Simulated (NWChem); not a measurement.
Species: hydrogen iodide (HI); SMILES I

```xyz
2

I      0.0000     0.0000     0.0299
H      0.0000     0.0000    -1.5872
```
Atoms are numbered in this order, from 1.

Computed with NWChem. The geometry was optimised at PBE0/def2-SVP. def2 effective core potentials on I; no spin-orbit coupling.

Estimate the computed values for TPSS/def2-TZVPD. Quantities: highest occupied level (eV); orbital gap (eV); dipole (D).

The highest occupied level (eV) is -6.89, the orbital gap (eV) is 5.20 and the dipole (D) is 0.40.
